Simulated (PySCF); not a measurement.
# Exercise with solution: dipole moment from atomic charges

C3O3Ru, SMILES [O+]#[C-]->[Ru](<-[C-]#[O+])<-[C-]#[O+], multiplicity 1. Atoms are numbered in the order given.

```xyz
7

Ru    -0.3526    -0.3601     0.0000
O      0.7692    -0.4893     2.8315
C      0.2268    -0.4374     1.8232
O      0.7692    -0.4893    -2.8315
C      0.2268    -0.4374    -1.8232
O      0.1027     2.5541     0.0000
C     -0.0559     1.4150     0.0000
```
Charge 0, spin multiplicity 1.

Geometry: PBE0-D3(BJ)/def2-SVP. The spin state was assumed, not searched. The def2 effective core potentials stand for the cores of Ru; spin–orbit coupling is left out.

Charges (e) from M06-2X/def2-TZVP run with PySCF:

| atom | Mulliken | ESP fit |
|---|---|---|
| Ru1 | 0.411 | 0.212 |
| O2 | -0.085 | -0.192 |
| C3 | -0.056 | 0.180 |
| O4 | -0.085 | -0.192 |
| C5 | -0.056 | 0.180 |
| O6 | -0.124 | -0.071 |
| C7 | -0.006 | -0.118 |

The dipole moment of the full density is 2.69 D.

### Question
What dipole moment does each set of point charges give, and which comes closer to that of the density?

### Answer

μ = Σ q r, and 1 e Å = 4.8032 D.
Mulliken: Σ q r = (-0.313, -0.341, 0.000) e Å, |μ| = 2.22 D.
ESP fit: Σ q r = (-0.289, -0.394, 0.000) e Å, |μ| = 2.35 D.
ESP fit comes closer in size. Point charges leave out the atoms' own dipoles (lone pairs, polarised bonds); fits to the potential absorb them, partitions of the density don't.
